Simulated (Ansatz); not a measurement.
A nudged elastic band was laid between two geometries of F3Sn (4 atoms, charge 0, multiplicity 2).

Method: UKS PBE-D4/def2-SVP in Ansatz 0.2.0.

```
movable images  : 7
climbing image  : yes
spring          : 5.0 eV/Å²
optimiser       : quadratic models (default)
start path      : through a guess of the saddle point
force threshold : 0.05 eV/Å
iteration limit : 55
end points      : relaxed
```

Initial state:

```xyz
4
Properties=species:S:1:pos:R:3
F -0.931 -1.462 0.572
Sn 0.526 -0.223 0.126
F 0.123 1.451 1.070
F 0.337 0.173 -1.788
```

Final state:

```xyz
4
Properties=species:S:1:pos:R:3
F -0.589 -1.600 0.659
Sn -0.499 0.193 -0.136
F 0.465 1.313 1.157
F 0.678 0.035 -1.700
```

(1) What changes between the two ends?

(2) What energy profile does the band end with?

(3) What is the geometry of the highest image?

The band took 4 iterations and of the order of 100 core-seconds.

Answers

(1) No bond is made or broken. The height of Sn2 over the plane of its neighbours goes from -0.76 to 0.76 Å. The two ends are copies of one structure, up to a mirror image or an exchange of like atoms. The height can change sign by an inversion or by a turn that exchanges like atoms.

(2) The run converged. The highest image is number 4 of 0 to 8, 46.5 kJ/mol above the ends, which have the same energy within 2 meV. A vibrational analysis at the climbing image gives one clearly imaginary mode, 170i cm⁻¹, and a faint second one (16i cm⁻¹) that may be numerical noise or a soft torsion: probably a first-order saddle point.

```json
{"image": "0", "path coordinate (Å)": "0.00", "energy (kJ/mol)": "0.0", "height of Sn2 over the plane of its neighbours (Å)": "-0.76"}
{"image": "1", "path coordinate (Å)": "0.20", "energy (kJ/mol)": "4.7", "height of Sn2 over the plane of its neighbours (Å)": "-0.63"}
{"image": "2", "path coordinate (Å)": "0.40", "energy (kJ/mol)": "18.7", "height of Sn2 over the plane of its neighbours (Å)": "-0.44"}
{"image": "3", "path coordinate (Å)": "0.60", "energy (kJ/mol)": "37.0", "height of Sn2 over the plane of its neighbours (Å)": "-0.23"}
{"image": "4", "path coordinate (Å)": "0.81", "energy (kJ/mol)": "46.5", "height of Sn2 over the plane of its neighbours (Å)": "0.00"}
{"image": "5", "path coordinate (Å)": "1.01", "energy (kJ/mol)": "37.0", "height of Sn2 over the plane of its neighbours (Å)": "0.23"}
{"image": "6", "path coordinate (Å)": "1.21", "energy (kJ/mol)": "18.7", "height of Sn2 over the plane of its neighbours (Å)": "0.44"}
{"image": "7", "path coordinate (Å)": "1.41", "energy (kJ/mol)": "4.7", "height of Sn2 over the plane of its neighbours (Å)": "0.63"}
{"image": "8", "path coordinate (Å)": "1.61", "energy (kJ/mol)": "0.0", "height of Sn2 over the plane of its neighbours (Å)": "0.76"}
```

(3) 
```xyz
4
Properties=species:S:1:pos:R:3:forces:R:3
F -0.833 -1.786 0.573 0.00 0.01 0.00
Sn -0.011 -0.025 0.085 0.00 0.00 0.00
F 0.397 1.625 1.144 0.00 0.00 0.01
F 0.503 0.126 -1.822 0.00 0.00 0.00
```

The run took 100 s on 1 thread of Intel(R) Xeon(R) Platinum 8259CL CPU @ 2.50GHz (Skylake/Cascade Lake), with other jobs on the host, peak memory 0.15 GiB.
